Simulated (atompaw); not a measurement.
## Which change was made? (Tl, PAW (atompaw))

```
Element                 : Tl (Z = 81)
Generator               : atompaw 4.2.0.5
Type                    : PAW
Functional              : LDA (PW92)
Relativity              : scalar-relativistic
Frozen core             : [Xe] 4f14
Valence charge          : 13
Reference configuration : 5d10 6s2 6p1
Partial waves           : 6s (bound); 6s channel at 1.9 Ry; 6p (bound); 6p channel at 2.65 Ry; 5d (bound); 5d channel at 0.05 Ry
Local potential         : vpsmatchnc scheme with l = 3 at -0.5 Ry, radius 2.55 bohr
Core correction         : smooth core density matched at 1.40 bohr
Augmentation charge     : sinc compensation charge, radius 2.55 bohr; PAW radius 2.70 bohr; waves and projectors: bloechl
```

Cutoffs, loose and tight: the cutoffs (Ry, on a coarse ladder) from which the occupation-weighted sum of valence levels, in a spherical-Bessel basis at the reference potential, stays within 10 and 1 mRy of its value at 400 Ry. They see the waves, projectors and local potential, not the compensation charge or the core.

The base gives: outcome: generated; cutoff, loose: 50 Ry; cutoff, tight: 70 Ry; bound ghosts: s.

Problem. After one change the result is: outcome: generated; cutoff, loose: 40 Ry; cutoff, tight: 55 Ry; bound ghosts: s. Which change was it?
A. core [Xe], valence charge 27; reference 4f14 5d10 6s2 6p0.5; waves now 6s (bound); 6s channel at -0.45 Ry; 6p (bound); 6p channel at 1.25 Ry; 5d (bound); 5d channel at -0.35 Ry; 4f (bound); 4f channel at -7.45 Ry; local potential vpsmatchnc scheme with l = 4 at -0.5 Ry, radius 2.75 bohr; core correction smooth core density matched at 1.60 bohr; augmentation sinc compensation charge, radius 2.50 bohr; PAW radius 3.00 bohr; waves and projectors: bloechl
B. all radii scaled by about 0.93 (s 2.50, p 2.50, d 2.50 bohr); local potential vpsmatchnc scheme with l = 3 at -0.5 Ry, radius 2.36 bohr; augmentation sinc compensation charge, radius 2.36 bohr; PAW radius 2.50 bohr; waves and projectors: bloechl; core correction smooth core density matched at 1.30 bohr
C. local potential vpsmatchnc scheme with l = 3 at -0.5 Ry, radius 1.68 bohr

Solution. A. The others give: all radii scaled by about 0.93 (s 2.50, p 2.50, d 2.50 bohr); local potential vpsmatchnc scheme with l = 3 at -0.5 Ry, radius 2.36 bohr; augmentation sinc compensation charge, radius 2.36 bohr; PAW radius 2.50 bohr; waves and projectors: bloechl; core correction smooth core density matched at 1.30 bohr → outcome: failed: atompaw: terminating projector 1000 | local potential vpsmatchnc scheme with l = 3 at -0.5 Ry, radius 1.68 bohr → outcome: failed: atompaw: The overlap operator has at least one negative eigenvalue!.
